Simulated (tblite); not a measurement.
Species: C₆H₇N₃.
Atom-mapped SMILES: `[cH:1]1[cH:2][n:3][c:4]([CH:5]2[CH2:6][CH2:7]2)[n:8][n:9]1` (hydrogens: H10 on C1; H11 on C2; H12 on C5; H13, H14 on C6; H15, H16 on C7)

Computed with GFN2-xTB (tblite), gas phase: L-BFGS steps from a force-field or distance-geometry start until the largest atomic force falls under 0.01 eV/Å.

Step 0: E = -683.0719 eV
```
atom  x, y, z in Å  |  force x, y, z in eV/Å
C1      2.9553   -0.2053    0.2631   -1.834  -0.355   0.683
C2      2.1073    0.4915   -0.6004    0.076  -0.108   0.124
N3      0.7821    0.4954   -0.4665    0.054   0.259  -0.392
C4      0.2391   -0.1988    0.5378    1.832  -0.740   1.540
C5     -1.2090   -0.2974    0.8239    0.642  -0.152  -0.378
C6     -2.1564    0.8071    0.4617   -1.260   0.133   0.566
C7     -2.0708   -0.3964   -0.4264    0.294  -0.141  -0.307
N8      1.0609   -0.8873    1.4022    0.363   0.427  -0.717
N9      2.3704   -0.8922    1.2607   -0.918   0.303  -0.289
H10     4.0196   -0.2157    0.1745    0.228  -0.094   0.092
H11     2.6004    1.0407   -1.4001   -0.668   0.130  -0.111
H12    -1.5224   -0.9108    1.6845    0.691   0.289  -0.510
H13    -3.0496    0.8633    1.1502    0.994   0.043  -0.886
H14    -1.8107    1.7958    0.1497    0.013  -0.627  -0.046
H15    -1.4975   -0.2808   -1.3837   -0.865  -0.207   0.994
H16    -2.8263   -1.2004   -0.3752    0.359   0.840  -0.364
```

Step 1: E = -683.2563 eV
```
atom  x, y, z in Å  |  force x, y, z in eV/Å
C1      2.9291   -0.2104    0.2729    0.016  -0.124   0.209
C2      2.1084    0.4900   -0.5986   -0.483   0.196  -0.226
N3      0.7829    0.4991   -0.4721    0.124  -0.052   0.085
C4      0.2652   -0.2093    0.5598    0.554   0.238   0.164
C5     -1.1998   -0.2996    0.8185    0.470   0.083  -0.413
C6     -2.1744    0.8090    0.4698    0.070  -0.364  -0.200
C7     -2.0666   -0.3984   -0.4308    0.181   0.189   0.459
N8      1.0661   -0.8812    1.3920   -0.177  -0.169   0.256
N9      2.3573   -0.8878    1.2565   -0.026  -0.125   0.148
H10     4.0229   -0.2169    0.1758   -0.643  -0.107   0.197
H11     2.5908    1.0426   -1.4017   -0.545   0.088  -0.083
H12    -1.5126   -0.9066    1.6772    0.606   0.164  -0.396
H13    -3.0354    0.8640    1.1376    0.241   0.043  -0.293
H14    -1.8106    1.7869    0.1491   -0.031  -0.537  -0.039
H15    -1.5098   -0.2837   -1.3695   -0.531  -0.080   0.451
H16    -2.8212   -1.1885   -0.3804    0.176   0.556  -0.318
```

Step 2: E = -683.3262 eV
```
atom  x, y, z in Å  |  force x, y, z in eV/Å
C1      2.9224   -0.2139    0.2792   -0.081   0.127  -0.104
C2      2.1001    0.4930   -0.6021   -0.043   0.001   0.011
N3      0.7853    0.4991   -0.4721   -0.071  -0.006   0.106
C4      0.2821   -0.2079    0.5686   -0.177   0.375  -0.165
C5     -1.1890   -0.2987    0.8097    0.451   0.082  -0.131
C6     -2.1779    0.8030    0.4684    0.467  -0.195  -0.260
C7     -2.0622   -0.3956   -0.4239    0.071   0.054   0.328
N8      1.0643   -0.8826    1.3938   -0.150  -0.287   0.494
N9      2.3533   -0.8888    1.2581    0.282  -0.233   0.232
H10     4.0123   -0.2192    0.1796   -0.532  -0.109   0.192
H11     2.5786    1.0446   -1.4036   -0.447   0.114  -0.148
H12    -1.4992   -0.9026    1.6682    0.568   0.098  -0.314
H13    -3.0273    0.8649    1.1290   -0.069   0.015  -0.011
H14    -1.8111    1.7749    0.1482    0.004  -0.373  -0.098
H15    -1.5226   -0.2859   -1.3577   -0.288   0.015   0.084
H16    -2.8167   -1.1754   -0.3875    0.014   0.324  -0.217
```

Step 3: E = -683.3878 eV
```
atom  x, y, z in Å  |  force x, y, z in eV/Å
C1      2.9089   -0.2142    0.2830    0.060   0.103  -0.082
C2      2.0945    0.4944   -0.6034    0.039   0.013   0.023
N3      0.7851    0.5001   -0.4709   -0.149   0.028   0.147
C4      0.2948   -0.2004    0.5758   -0.342   0.185  -0.196
C5     -1.1684   -0.2967    0.7997    0.141   0.107   0.114
C6     -2.1730    0.7950    0.4631    0.435  -0.047   0.058
C7     -2.0566   -0.3932   -0.4125    0.063  -0.094   0.013
N8      1.0609   -0.8891    1.4048    0.107  -0.125   0.330
N9      2.3546   -0.8943    1.2638    0.012  -0.201   0.206
H10     3.9933   -0.2237    0.1872   -0.325  -0.085   0.141
H11     2.5571    1.0493   -1.4090   -0.309   0.092  -0.157
H12    -1.4738   -0.8965    1.6527    0.478  -0.045  -0.084
H13    -3.0204    0.8660    1.1201   -0.135  -0.031   0.125
H14    -1.8112    1.7557    0.1450    0.145   0.019  -0.238
H15    -1.5410   -0.2877   -1.3446    0.015   0.112  -0.351
H16    -2.8123   -1.1559   -0.3987   -0.235  -0.029  -0.047
```

Q: Estimate the geometry and energy of step 4. (The exact step hangs on the optimiser's Hessian estimate; all steps are aligned on step 3, rigid shifts and turns removed.)

A: E = -683.4117 eV, largest force 0.436 eV/Å
```
atom  x, y, z in Å  |  force x, y, z in eV/Å
C1      2.9035   -0.2135    0.2845   -0.126   0.046  -0.010
C2      2.0920    0.4956   -0.6040    0.062  -0.027   0.099
N3      0.7827    0.5011   -0.4682   -0.131   0.044   0.128
C4      0.2970   -0.1955    0.5773   -0.120  -0.014  -0.030
C5     -1.1577   -0.2940    0.7971   -0.027   0.070   0.125
C6     -2.1656    0.7909    0.4633    0.244   0.085   0.176
C7     -2.0528   -0.3939   -0.4083    0.055  -0.136  -0.151
N8      1.0622   -0.8929    1.4134   -0.018   0.055   0.099
N9      2.3532   -0.8994    1.2692    0.004  -0.066   0.052
H10     3.9803   -0.2271    0.1928   -0.070  -0.073   0.097
H11     2.5425    1.0528   -1.4138   -0.234   0.074  -0.141
H12    -1.4547   -0.8948    1.6449    0.386  -0.146   0.087
H13    -3.0184    0.8659    1.1175   -0.041  -0.047   0.104
H14    -1.8085    1.7482    0.1393    0.184   0.125  -0.255
H15    -1.5489   -0.2867   -1.3446    0.088   0.125  -0.408
H16    -2.8144   -1.1480   -0.4043   -0.254  -0.116   0.028
```

The energy changes by -0.0240 eV. The first-order estimate −F·Δx gives -0.0332 eV and the mean of the old and new forces, exact on a quadratic surface, -0.0240 eV. The step makes an angle of 48° with the force vector and moves no atom by more than 0.021 Å.
